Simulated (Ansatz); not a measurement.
**Cost against result**

Saddle point of Si$_{2}$H$_{4}$F$_{4}$, closed shell (SiHF₃ ([F][SiH]([F])[F]) + SiH₃F ([F][SiH3]) → Si₂H₃F₃ ([F][Si]([F])([F])[SiH3]) + HF; bonds formed: Si1–Si7, F2–H6; bonds broken: Si1–H6, F2–Si7), PBE0-D4/def2-TZVP structure:

| atom | x (Å) | y (Å) | z (Å) |
| --- | --- | --- | --- |
| Si1 | -0.8976 | -0.9938 | -0.0316 |
| F2 | 1.9795 | -0.2310 | -0.3310 |
| F3 | -0.6898 | -2.5404 | -0.3062 |
| F4 | -1.5708 | -0.8874 | 1.3930 |
| F5 | -1.9288 | -0.4908 | -1.1173 |
| H6 | 0.9228 | -0.6814 | -0.2457 |
| Si7 | 0.6434 | 1.0995 | 0.0856 |
| H8 | 1.3303 | 1.4077 | 1.3533 |
| H9 | 1.0004 | 1.8397 | -1.1387 |
| H10 | -0.7892 | 1.4780 | 0.3384 |

Barriers are electronic and count from the start structure reached by relaxing down the imaginary mode.

Computed with Ansatz 0.2.0 (basis: as named in each row); correlated methods freeze the cores. B3LYP uses VWN-RPA correlation. Extrapolation: Hartree–Fock as exp(−7.88 √X), correlation as X^−2.97.

Times are rough, for one single point on 8 threads of a shared host (Arm Neoverse V1).

The estimate by CCSD(T) at an estimated basis limit (MP2 extrapolated from triple and quadruple zeta, plus CCSD(T) − MP2 in triple zeta) is 323.4 kJ/mol.

```
      method       basis  time (s)  barrier (kJ/mol)  method less estimate
          HF      STO-3G   under 1             498.2                 174.8
      PBE-D4      STO-3G   under 1             235.7                 -87.7
       SPW92    def2-SVP   under 1             208.5                -115.0
      PBE-D4    def2-SVP   under 1             244.5                 -78.9
    B3LYP-D4       6-31G   under 1             285.1                 -38.3
     PBE0-D4    def2-SVP   under 1             279.5                 -44.0
       SPW92  def2-TZVPP   under 1             220.6                -102.8
      PBE-D4  def2-TZVPP         1             253.1                 -70.3
     BLYP-D4  def2-TZVPP         1             290.2                 -33.2
    B3LYP-D4  def2-TZVPP         2             312.4                 -11.1
    BHLYP-D4  def2-TZVPP         2             348.3                  24.9
     PBE0-D4  def2-TZVPP         2             285.0                 -38.4
CAM-B3LYP-D4  def2-TZVPP         2             321.2                  -2.2
   r2SCAN-D4  def2-TZVPP         3             287.9                 -35.5
  r2SCAN0-D4  def2-TZVPP         3             308.0                 -15.4
     wB97M-V    def2-SVP         3             301.7                 -21.8
      B2PLYP  def2-TZVPP         4             324.6                   1.2
    PBE-QIDH  def2-TZVPP         4             314.3                  -9.1
  RPA on PBE  def2-TZVPP         4             325.7                   2.3
     CCSD(T)    def2-SVP         6             343.9                  20.5
      B97M-V  def2-TZVPP         6             304.6                 -18.9
     wB97X-V  def2-TZVPP         6             312.4                 -11.0
     wB97M-V  def2-TZVPP         6             309.5                 -13.9
         MP2  def2-QZVPP        15             326.0                   2.6
     CCSD(T)  def2-TZVPP       200             327.0                   3.5
```

All methods are single points on the PBE0-D4 structures.

The T1 diagnostic stays at or below 0.014.

Labels in which every atom is bracketed show which atoms are joined, not bond orders.
